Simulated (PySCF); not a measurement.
In(I)3 cation (I3In), SMILES [I][In]([I])[I] (connectivity only; charge and spin as stated), charge +1, multiplicity 2.

Geometry optimised at B3LYP-D3(BJ)/def2-SVP. The spin state was assumed, not searched. The isomer is the one that the SMILES or the coordinates give; other isomers of the formula were not compared. The def2 effective core potentials stand for the cores of I, In; spin–orbit coupling is left out.

Computed with PBE/def2-TZVP (PySCF).

Isolated molecule, no solvent.

* **total energy**: -1083.07330 hartree
* **point group**: C2v
* **α spin, highest occupied and lowest empty level**: -11.15 and -8.77 eV
* **β spin, highest occupied and lowest empty level**: -11.14 and -10.65 eV
* **dipole moment about the centre of nuclear charge**: 0.62 D
* **mean static polarisability**: 150.1 bohr³ (22.24 Å³)
* **polarisability, principal values**: 83.5, 168.2, 198.4 bohr³
* **⟨S²⟩**: 0.753 (pure state 0.75)
